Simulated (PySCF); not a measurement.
# TlO⁻: one state, many levels of theory

State: ¹Σ⁺ (singlet), closed shell. Set-up: PySCF, scalar-relativistic core potentials, basis sets Tl def2-SVPD with ECP60, O def2-SVPD. De refers to Tl + O⁻ in their high-spin ground configurations, without counterpoise correction. A positive dipole points towards O; it is taken about the centre of mass and depends on that origin.

```json
{"Level": "RHF-MP2", "Re (Å)": "2.065", "ωe (cm⁻¹)": "566", "De (eV)": "4.33", "μ (D)": "n/a", "CPU s a point (SCF and correlation, without the integrals)": "0.19"}
{"Level": "RHF-SCS-MP2", "Re (Å)": "2.062", "ωe (cm⁻¹)": "569", "De (eV)": "n/a", "μ (D)": "n/a", "CPU s a point (SCF and correlation, without the integrals)": "n/a"}
{"Level": "RHF-CCSD", "Re (Å)": "2.032", "ωe (cm⁻¹)": "609", "De (eV)": "n/a", "μ (D)": "n/a", "CPU s a point (SCF and correlation, without the integrals)": "n/a"}
{"Level": "RHF-CCSD(T)", "Re (Å)": "2.060", "ωe (cm⁻¹)": "563", "De (eV)": "n/a", "μ (D)": "n/a", "CPU s a point (SCF and correlation, without the integrals)": "3.4"}
{"Level": "LDA", "Re (Å)": "2.028", "ωe (cm⁻¹)": "593", "De (eV)": "4.71", "μ (D)": "-5.15", "CPU s a point (SCF and correlation, without the integrals)": "0.55"}
{"Level": "PBE", "Re (Å)": "2.063", "ωe (cm⁻¹)": "558", "De (eV)": "3.88", "μ (D)": "-5.37", "CPU s a point (SCF and correlation, without the integrals)": "1.6"}
{"Level": "PBEsol", "Re (Å)": "2.043", "ωe (cm⁻¹)": "578", "De (eV)": "4.21", "μ (D)": "-5.18", "CPU s a point (SCF and correlation, without the integrals)": "1.4"}
{"Level": "r²SCAN", "Re (Å)": "2.035", "ωe (cm⁻¹)": "596", "De (eV)": "3.61", "μ (D)": "-5.35", "CPU s a point (SCF and correlation, without the integrals)": "1.7"}
{"Level": "PBE0", "Re (Å)": "2.023", "ωe (cm⁻¹)": "609", "De (eV)": "3.37", "μ (D)": "-5.66", "CPU s a point (SCF and correlation, without the integrals)": "1.4"}
{"Level": "CAM-B3LYP", "Re (Å)": "2.015", "ωe (cm⁻¹)": "625", "De (eV)": "3.30", "μ (D)": "-5.98", "CPU s a point (SCF and correlation, without the integrals)": "1.4"}
{"Level": "B2PLYP", "Re (Å)": "2.069", "ωe (cm⁻¹)": "547", "De (eV)": "3.83", "μ (D)": "-6.64", "CPU s a point (SCF and correlation, without the integrals)": "0.81"}
```

**Question.** What does a quarter of exact exchange do here, going from PBE to PBE0?

**Answer.** PBE0 less PBE: -4.0 pm in Re, +9.1 % in ωe, -0.51 eV in De. Exact exchange removes part of the self-interaction that spreads semilocal densities, and in most molecules shortens and stiffens the bond and lowers De; so it does here.

**Question.** What does the step from GGA to meta-GGA do here, going from PBE to r²SCAN?

**Answer.** r²SCAN less PBE: -2.8 pm in Re, +6.8 % in ωe, -0.27 eV in De. 

Correlated steps freeze 5 core orbitals. Correlated levels converge slowly with the basis: in double zeta they bind strong bonds too weakly, by up to about 1 eV, and carry superposition errors of some tenths. Spin–orbit coupling is left out, which matters for elements this heavy, above all for dissociation energies. For an ion De counts to the pair picked by the measured ionisation energies or electron affinities, which need not be the lowest pair at this level. Where the molecule has an RHF reference, its open-shell atoms are computed with UHF. The highest Kohn–Sham level is positive in this anion. Much of that is self-interaction error, but it also means that the finite basis helps to hold the extra electron. B2PLYP dipoles, levels and charges come from its SCF part alone. The CCSD T1 diagnostic is raised, a sign that a single reference may not be enough here.

The whole job (state search and all levels along the bond) took about 2.9 min on 1 thread of Intel Xeon Platinum 8259CL @ 2.50GHz (shared host), peak memory 0.67 GiB.
